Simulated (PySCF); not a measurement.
The dipole of `CC([SiH3])([SiH3])OC(F)(F)F` from its density and from atomic charges.

Coordinates (GFN2-xTB, Å) and charges (e) from the PBE0/pcSseg-1 density (PySCF):

| atom | x | y | z | Mulliken | IAO | Hirshfeld | ESP-fitted |
| --- | --- | --- | --- | --- | --- | --- | --- |
| C1 | -0.710 | 1.183 | 0.944 | -0.1804 | -0.4262 | -0.1309 | -0.5868 |
| C2 | -0.316 | 0.087 | -0.041 | -0.6048 | -0.2921 | -0.0675 | +0.0827 |
| Si3 | -1.638 | -0.097 | -1.431 | +0.5532 | +0.6140 | +0.3116 | +0.3054 |
| Si4 | 0.073 | -1.557 | 0.879 | +0.4904 | +0.5683 | +0.2778 | +0.3265 |
| O5 | 0.830 | 0.573 | -0.856 | -0.4691 | -0.3569 | -0.1274 | -0.3534 |
| C6 | 2.041 | 0.457 | -0.410 | +0.9750 | +0.9380 | +0.3101 | +0.7315 |
| F7 | 2.255 | 0.903 | 0.845 | -0.2787 | -0.2965 | -0.0868 | -0.2129 |
| F8 | 2.516 | -0.816 | -0.394 | -0.2872 | -0.2977 | -0.0916 | -0.2268 |
| F9 | 2.880 | 1.139 | -1.193 | -0.2516 | -0.2739 | -0.1022 | -0.2042 |
| H10 | -1.647 | 0.906 | 1.420 | +0.1311 | +0.1521 | +0.0509 | +0.1749 |
| H11 | -0.849 | 2.131 | 0.426 | +0.1359 | +0.1523 | +0.0448 | +0.1878 |
| H12 | 0.039 | 1.327 | 1.721 | +0.1439 | +0.1544 | +0.0360 | +0.1863 |
| H13 | -2.902 | -0.467 | -0.790 | -0.0738 | -0.1195 | -0.0716 | -0.0758 |
| H14 | -1.754 | 1.195 | -2.103 | -0.0596 | -0.0999 | -0.0657 | -0.0487 |
| H15 | -1.191 | -1.132 | -2.358 | -0.0602 | -0.1035 | -0.0674 | -0.0663 |
| H16 | 1.084 | -1.342 | 1.910 | -0.0427 | -0.0953 | -0.0733 | -0.0578 |
| H17 | -1.197 | -1.916 | 1.513 | -0.0755 | -0.1174 | -0.0744 | -0.0929 |
| H18 | 0.476 | -2.566 | -0.094 | -0.0461 | -0.1002 | -0.0724 | -0.0694 |

Form Σ q r in debye for every column and set it beside the full dipole.

The full density gives (-2.68, -0.21, 0.80) D, 2.80 D in size; dipole vectors point from the negative to the positive end.

```json
{"scheme": "Mulliken", "μx": "-4.51", "μy": "-1.25", "μz": "1.44", "size (D)": "4.90", "share of the full size (%)": "175", "angle to the full dipole (°)": "11"}
{"scheme": "IAO", "μx": "-4.31", "μy": "-1.23", "μz": "0.43", "size (D)": "4.50", "share of the full size (%)": "161", "angle to the full dipole (°)": "16"}
{"scheme": "Hirshfeld", "μx": "-1.50", "μy": "-0.13", "μz": "0.03", "size (D)": "1.50", "share of the full size (%)": "54", "angle to the full dipole (°)": "16"}
{"scheme": "ESP-fitted", "μx": "-2.72", "μy": "-0.20", "μz": "0.83", "size (D)": "2.85", "share of the full size (%)": "102", "angle to the full dipole (°)": "0"}
```

Which set comes closest?

Length of the difference vector: ESP-fitted 0.05 D, Hirshfeld 1.41 D, IAO 1.96 D, Mulliken 2.20 D. Closest: ESP-fitted. ESP charges are fitted to the potential around the molecule, whose slowest-falling term is the dipole's. 

What is left for the Hirshfeld atoms' own dipoles?

The shares of the density sum to the whole, so what Σ q r misses lies in dipoles about the nuclei. The atomic dipoles sum to (-2.68, -0.21, 0.80) − (-1.50, -0.13, 0.03) = (-1.18, -0.08, 0.77) D, 1.41 D in size.

With the origin at the mean of the coordinates, (0.000, 0.000, -0.001) Å, which are the largest single terms, by size, of the Mulliken dipole along the direction of the full one?

C6 -9.84, F9 +3.84, F8 +3.39, Si3 +3.09, F7 +2.65 D; all 18 atoms together +4.81 D. The single terms depend on the origin, their sum doesn't.

Give the size of the full dipole in other units.

2.80 D = 1.102 au = 0.583 e·Å = 9.34 × 10⁻³⁰ C·m.

Isolated species at its GFN2-xTB geometry (one conformer only).

These values come from a run that also computed NMR shieldings. The run took 35 s wall on an Arm Neoverse V2 with one thread, shared host, and the process peaked at 0.95 GiB of memory.

Conformer computed: `[CH3:1][C:2]([SiH3:3])([SiH3:4])[O:5][C:6]([F:7])([F:8])[F:9]`: C1–C2–O5–C6 85°, C2–O5–C6–F7 -50°.
